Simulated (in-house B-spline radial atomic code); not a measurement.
# TDHF excitations of Lu⁺

Method: TDHF. Computed with an all-electron radial atomic-structure program (B-spline basis): linear response of the closed shell [Xe] 4f14 6s2 with bare exchange (time-dependent Hartree-Fock); scalar-relativistic (spin-free one-electron X2C), finite nucleus, no spin-orbit coupling, no double excitations, S, P, D and F terms only; shells from n = 4 respond. Only terms of natural parity with L up to 3 were computed.

Spin-orbit coupling is strong here, so these LS terms don't match observed levels.

Command:
```bash
python run_td.py task.json out
```
Settings (radii: box in bohr, nucleus in fm):
```
Z                        71
electrons                70
configuration            [Xe] 4f14 6s2
hamiltonian              x2c
method                   hf
box_radius               41.61
rms_radius               5.37
intervals                74
```

Time taken, with all properties: 2.9 s on 1 thread of Intel(R) Xeon(R) Platinum 8559C (Emerald Rapids), on a shared host.

The lowest states, in the order of their Tamm-Dancoff energies; the method's threshold (minus the highest occupied level) is 12.757 eV. Labels give the largest channel, * marks a mixed state, and oscillator strengths are full-response dipole values. Measured ¹D terms are left out, since they can mix with doubly excited terms. Energies in eV:

```
     state  full response  Tamm-Dancoff  oscillator strength  measured (J-weighted term)
6s → 5d 3D          0.920         1.197                    -                       1.628
6s → 5d 1D              ?             ?                    -                           -
6s → 6p 3P          2.354         2.755                    -                       3.789
6s → 6p 1P          4.806         4.985                  2.1                       4.739
6s → 7s 3S          6.882         6.900                    -                       7.907
6s → 7s 1S          7.414         7.429                    -                       8.553
6s → 6d 3D          8.019         8.027                    -                           -
6s → 6d 1D          8.158         8.163                    -                           -
6s → 7p 3P          8.281         8.297                    -                           -
6s → 7p 1P          8.540         8.567               0.0237                           -
6s → 5f 3F          9.255         9.256                    -                           -
6s → 5f 1F          9.361         9.362                    -                           -
6s → 8s 3S              ?             ?                    -                           -
6s → 8s 1S          9.661         9.666                    -                           -
6s → 7d 3D          9.968         9.971                    -                           -
6s → 7d 1D         10.026        10.028                    -                           -
```

Question: Where does 6s → 5d 1D lie?

Answer: At 2.203 eV in full response, 2.316 eV in Tamm-Dancoff.

Question: Where does 6s → 8s 3S lie?

Answer: At 9.497 eV in full response, 9.502 eV in Tamm-Dancoff.

Question: How large is the singlet-triplet splitting of 6s → 5d (D terms) in Tamm-Dancoff?

Answer: 1.12 eV, from the unrounded values.

Question: What polarisabilities and dispersion coefficient does the method give?

Answer: Dipole 72.12 bohr³, quadrupole 1039 bohr⁵, C6 771 hartree·bohr⁶ for two such species.
